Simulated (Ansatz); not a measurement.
Question: Name a neutral molecule of Al, Se and H with LUMO energy (ωB97M-V/def2-TZVPP) between 1.00 and 1.30 eV and HOMO–LUMO gap (PBE/def2-TZVPP) between 4.45 and 4.75 eV (Ansatz, PBE0-D4/def2-TZVP geometry).

Answer: `[AlH3-][SeH2+]` (1.05 eV, 4.71 eV). Other molecules can fit too; these were computed, each in one conformer that needn't be the lowest.
